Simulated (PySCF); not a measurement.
## Converging SrF in the basis (MP2)

PySCF, UHF reference; doublet, unpaired electrons σ ↑; De to Sr + F without counterpoise correction. Frozen cores follow the default of each basis and core potential.

```csv
basis,relativity,functions,Re (Å),ωe (cm⁻¹),De (eV),frozen orbitals
def2-SVP,scalar-relativistic core potentials,37,2.118,523,5.23,1
def2-SVPD,scalar-relativistic core potentials,49,2.139,496,5.87,1
def2-TZVPP,scalar-relativistic core potentials,71,2.092,482,5.46,1
```

Task: How does each smaller set differ from the one with most functions, def2-TZVPP?

Result: def2-SVP: +2.6 pm, +8.5 % in ωe, -0.23 eV in De; def2-SVPD: +4.7 pm, +2.9 % in ωe, +0.41 eV in De. All at MP2; the set with most functions is neither the basis-set limit nor always the best.

Correlated steps freeze 1 core orbital. Correlated levels converge slowly with the basis: in double zeta they bind strong bonds too weakly, by up to about 1 eV, and carry superposition errors of some tenths. Spin–orbit coupling is left out. The state is the lowest determinant that a PBE0 search found; another state may lie lower at other levels.
